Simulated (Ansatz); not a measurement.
A family of molecules: the atomisation energy (no zero-point term)

One atom is swapped for its congeners: C8H4Si `C#C[Si](C#C)(C#C)C#C`; C8H4Ge `C#[C][Ge]([C]#C)([C]#C)[C]#C`; C8H4Sn `C#[C][Sn]([C]#C)([C]#C)[C]#C`. All are singlets with charge 0.

Shapes, held fixed at every level: PBE0-D4/def2-TZVP. Programs: Ansatz 0.2.0. Values in eV.

| level | C8H4Si | C8H4Sn |
| --- | --- | --- |
| HF/def2-TZVPP | 47.37 | 43.83 |
| PBE-D4/def2-TZVPP | 68.31 | 64.53 |
| wB97X-V/def2-TZVPP | 65.47 | 61.96 |
| MP2/def2-SVP | 64.85 | 61.31 |
| MP2/def2-TZVPP | 66.60 | 63.08 |
| CCSD(T)/def2-SVP | 62.61 | 59.19 |
| CCSD(T)/def2-TZVPP | 63.94 | 60.72 |

Estimate the column for C8H4Ge from its neighbours.

The mean of the neighbours at CCSD(T)/def2-TZVPP is 62.33 eV, against 62.25 from the run. All rows: HF/def2-TZVPP 45.29; PBE-D4/def2-TZVPP 66.17; wB97X-V/def2-TZVPP 63.45; MP2/def2-SVP 63.06; MP2/def2-TZVPP 64.81; CCSD(T)/def2-SVP 60.86; CCSD(T)/def2-TZVPP 62.25 eV. At CCSD(T)/def2-TZVPP the atomisation energy falls at every step, from 63.94 to 60.72 eV. Every level shows the same order. For atoms past krypton def2 sets carry core potentials with scalar relativity. Relativity is left out for Ge unless named. Correlated rows may include outer-core shells of Ge, Sn, which these sets cover unevenly. Spin-orbit coupling, which grows down the group, is left out (summed over each molecule's free atoms 0.05, 0.15, 0.34 eV).
